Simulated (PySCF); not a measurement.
BiBr: one state, many levels of theory

State: ³Σ⁻ (triplet), unpaired electrons π ↑↑. Set-up: basis Bi def2-TZVPP with ECP60, Br def2-TZVPP; scalar-relativistic core potentials; PySCF 2.14. De refers to Bi + Br in their high-spin ground configurations, without counterpoise correction. The functionals are run spin-unrestricted. A positive dipole means Bi(−)Br(+).

```
      Level  Re (Å)  ωe (cm⁻¹)  De (eV)  μ (D)  CPU s a point (SCF and correlation, without the integrals)
        UHF   2.612        221     1.34  -3.57                                                         2.1
    UHF-MP2   2.575        232     2.54    n/a                                                         3.9
UHF-SCS-MP2   2.590        227     2.46    n/a                                                         n/a
   UHF-CCSD   2.590        227     2.33    n/a                                                         n/a
UHF-CCSD(T)   2.592        225     2.47    n/a                                                         250
        PBE   2.602        219     2.96  -2.54                                                         2.8
       BLYP   2.637        209     2.86  -2.63                                                         1.7
     r²SCAN   2.588        225     2.81  -2.71                                                         3.5
      M06-L   2.607        217     2.97  -2.65                                                         3.7
      B3LYP   2.610        218     2.75  -2.83                                                         4.3
       PBE0   2.580        228     2.76  -2.78                                                         5.7
      B97-3   2.598        223     2.79  -2.89                                                           3
    ωB97M-V   2.576        231     2.67  -2.95                                                          14
```

**Question.** Which functional lies closest to UHF-CCSD(T) in De, which farthest, and by how much do they differ from it?

**Answer.** Closest is ωB97M-V (-1.6 pm in Re, +2.7 % in ωe, +0.20 eV in De against UHF-CCSD(T) in the same basis), farthest M06-L (+1.5 pm in Re, -3.6 % in ωe, +0.50 eV in De). CCSD(T) converges more slowly with the basis than the functionals do and binds too weakly in this one, so the order can change at the basis-set limit.

**Question.** What does a quarter of exact exchange do here, going from PBE to PBE0?

**Answer.** PBE0 less PBE: -2.2 pm in Re, +4.1 % in ωe, -0.20 eV in De. Exact exchange removes part of the self-interaction that spreads semilocal densities, and in most molecules shortens and stiffens the bond and lowers De; so it does here.

**Question.** What does the step from GGA to meta-GGA do here, going from PBE to r²SCAN?

**Answer.** r²SCAN less PBE: -1.4 pm in Re, +2.7 % in ωe, -0.15 eV in De. 

Correlated steps freeze 13 core orbitals. These are scalar-relativistic numbers at best; spin–orbit coupling would shift them, the dissociation energy most. The state is the lowest determinant that a PBE0 search found; another state may lie lower at other levels.

The whole job (state search and all levels along the bond) took about 24 min on 2 threads of Intel Xeon Platinum 8488C (shared host), peak memory 3.3 GiB.
